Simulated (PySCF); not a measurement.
Correlation energy of F⁺ (fluorine, charge +1)

[He] 2s2 2p4, high-spin 3P determinant. Computed with PySCF 2.14 in x2c-TZVPall, with the spin-free X2C one-electron Hamiltonian (Gaussian nucleus). Frozen: 1s2; 6 electrons correlated.

MP2 pair energies summed by pair of shells (mhartree):

| pair | energy | share (%) |
| --- | --- | --- |
| 2p-2p | -66.48 | 47.2 |
| 2s-2p | -64.69 | 45.9 |
| 2s-2s | -9.71 | 6.9 |

Total MP2 correlation energy: -140.88 mhartree.

Same-spin part -34.11 and opposite-spin part -106.77 mhartree; SCS-MP2 scales them by 1/3 and 6/5 to -139.50 mhartree.

| level | correlation energy (mhartree) |
| --- | --- |
| CCSD | -156.64 |
| (T) | -1.90 |
| CCSD(T) | -158.54 |

Diagnostics: T1 = 0.0041, D1 = 0.0077, largest double amplitude 0.028.

Cost of the coupled-cluster step: 0.21 s of wall time on 1 thread of Intel(R) Xeon(R) 6975P-C (shared host), for 6 correlated electrons.
